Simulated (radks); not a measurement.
Values are calculated unless marked as measured or tabulated.
Task: Species: Tm3+. Configuration: [Xe] 4f11 5d1 (not the ground configuration). Level of theory: Dirac Kohn-Sham, PBE, spin-unpolarised, spherical densities, finite nucleus; open shells fill j = l - 1/2 first; Fermi nuclear charge, rms radius 5.2256 fm (a radial shooting solver on a logarithmic mesh with Libxc functionals). Some entries of the table are withheld. Estimate them.

| orbital | occ. | eigenvalue (eV) | <r^2> (bohr^2) |
|---|---|---|---|
| 1s1/2 | 2 | -59243.53 | 0.0005486 |
| 2s1/2 | 2 | (1) | 0.008458 |
| 2p1/2 | 2 | -9557.837 | 0.006090 |
| 2p3/2 | 4 | -8577.795 | 0.007306 |
| 3s1/2 | 2 | -2286.796 | 0.05572 |
| 3p1/2 | 2 | -2081.157 | (2) |
| 3p3/2 | 4 | -1874.268 | (3) |
| 3d3/2 | 4 | -1523.004 | 0.04579 |
| 3d5/2 | 6 | -1477.806 | 0.04767 |
| 4s1/2 | 2 | -484.5555 | 0.2789 |
| 4p1/2 | 2 | -401.7354 | 0.2904 |
| 4p3/2 | 4 | -354.7364 | 0.3274 |
| 4d3/2 | 4 | -218.2666 | 0.3658 |
| 4d5/2 | 6 | -209.6591 | 0.3801 |
| 5s1/2 | 2 | -87.9220 | 1.593 |
| 5p1/2 | 2 | -64.3221 | 1.964 |
| 5p3/2 | 4 | -57.6994 | 2.252 |
| 4f5/2 | 6 | -43.7543 | 0.6472 |
| 4f7/2 | 5 | -42.4123 | 0.6683 |
| 5d3/2 | 1 | -27.2635 | 4.442 |
| 5d5/2 | 0 | -26.6449 | 4.631 |

Result: 
(1) 2s1/2 eigenvalue (eV): -10024.59
(2) 3p1/2 <r^2> (bohr^2): 0.05149
(3) 3p3/2 <r^2> (bohr^2): 0.05829
